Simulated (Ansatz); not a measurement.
`CO[SiH2][Si](O)(O)F` + H₂S → `CO[SiH2]S` + `O[SiH](O)F`  (cleavage of the Si–Si bond)

Gas-phase electronic energies from Ansatz, PBE0-D4/def2-TZVP geometries. CBS: MP2 limit from def2 TZ/QZ plus the TZ coupled-cluster correction, frozen cores. This one scheme is used for every species. One conformer a species, not always the lowest.

`CO[SiH2][Si](O)(O)F`:

Z-matrix (Å, degrees):
```
C
O 1 1.410
H 1 1.096 2 111.4
H 1 1.091 2 108.4 3 119.3
H 1 1.096 2 111.3 3 -121.4
Si 2 1.651 1 122.3 3 60.0
Si 6 2.335 2 103.6 1 -179.3
H 6 1.492 2 110.6 1 60.8
H 6 1.492 2 110.8 1 -57.9
O 7 1.635 6 113.6 2 -48.5
O 7 1.625 6 109.1 2 -168.7
F 7 1.601 6 108.4 2 71.1
H 10 0.959 7 117.7 6 65.6
H 11 0.959 7 118.8 6 163.1
```

H₂S:

Z-matrix (Å, degrees):
```
S
H 1 1.341
H 1 1.341 2 92.3
```

`CO[SiH2]S`:

Cartesian coordinates in Å:
```
C 0.180 1.306 -1.038
O 0.364 0.620 0.180
Si -0.474 -0.735 0.566
S 0.326 -1.598 2.329
H 0.966 2.057 -1.127
H 0.247 0.629 -1.898
H -0.791 1.812 -1.067
H -0.404 -1.680 -0.581
H -1.892 -0.436 0.892
H 1.476 -1.974 1.744
```

`O[SiH](O)F`:

Z-matrix (Å, degrees):
```
Si
O 1 1.619
F 1 1.595 2 111.7
O 1 1.630 2 108.7 3 118.8
H 1 1.469 2 107.5 3 -117.0
H 2 0.959 1 118.7 3 -79.5
H 4 0.958 1 118.6 2 -158.0
```

| level | ΔE (kJ/mol) |
| --- | --- |
| MP2/def2-TZVPP | -89.4 |
| MP2/def2-QZVPP | -90.6 |
| SCS-MP2/def2-QZVPP | -88.2 |
| MP2/CBS(def2) | -91.2 |

(1) What does CCSD(T)/CBS give? (Estimate.)

Largest T1 diagnostic among the species: 0.012.

Results:

(1) Ansatz gave: -81.1 kJ/mol. The listed levels differ from it by -8.3, -9.5, -7.1, -10.1 kJ/mol.

From PBE to PBE0 (25 % exact exchange), in def2-TZVPP and without D4, ΔE moves by −5.5 kJ/mol. The D4 term adds +4.9 kJ/mol with B3LYP and +3.1 kJ/mol with PBE0; it sums over pairs of atoms, weighted by their polarisabilities, and B3LYP, whose exchange is more repulsive, gets the larger term.

B3LYP here is the variant with VWN-RPA as its local correlation; programs differ in this.
